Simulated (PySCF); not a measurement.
Bromine: a sound run and one with changed settings

Sound run: Br⁺ [Ar] 3d10 4s2 4p4, Br²⁺ [Ar] 3d10 4s2 4p3. Computed with PySCF 2.14 in pcseg-2, with the non-relativistic Hamiltonian (point nucleus). In the sound run the correlated levels freeze [Ar] 3d10. The sound run starts from symmetry-adapted Hartree-Fock orbitals and uses a fine grid where one is needed.

A second run was set up differently.

| species | method | sound run (hartree) | changed run (hartree) | converged |
| --- | --- | --- | --- | --- |
| Br⁺ | UHF | -2572.02190 | -2544.32459 | yes |
| Br⁺ | r2SCAN | -2573.69508 | -2545.67508 | yes |
| Br⁺ | M06-L | -2573.61545 | -2545.66624 | yes |
| Br⁺ | MP2 | -2572.12502 | -2544.32459 | yes |
| Br²⁺ | UHF | -2571.27677 | -2543.59590 | yes |
| Br²⁺ | r2SCAN | -2572.90547 | -2544.89744 | yes |
| Br²⁺ | M06-L | -2572.83525 | -2544.88317 | yes |
| Br²⁺ | MP2 | -2571.35517 | -2543.59590 | yes |

Ionisation energy of Br⁺:

```
 method  sound run (eV)  changed run (eV)
    UHF          20.276            19.828
 r2SCAN          21.486            21.161
  M06-L          21.230            21.308
    MP2          20.949            19.828
SCS-MP2          21.016            19.828
```

Question: What was changed?
A. radial grid too coarse
B. too few SCF iterations
C. basis contracted for another Hamiltonian
D. minimal basis

Answer: D. It used basis STO-3G. A minimal basis cannot let orbitals breathe on ionisation and holds almost no correlation.
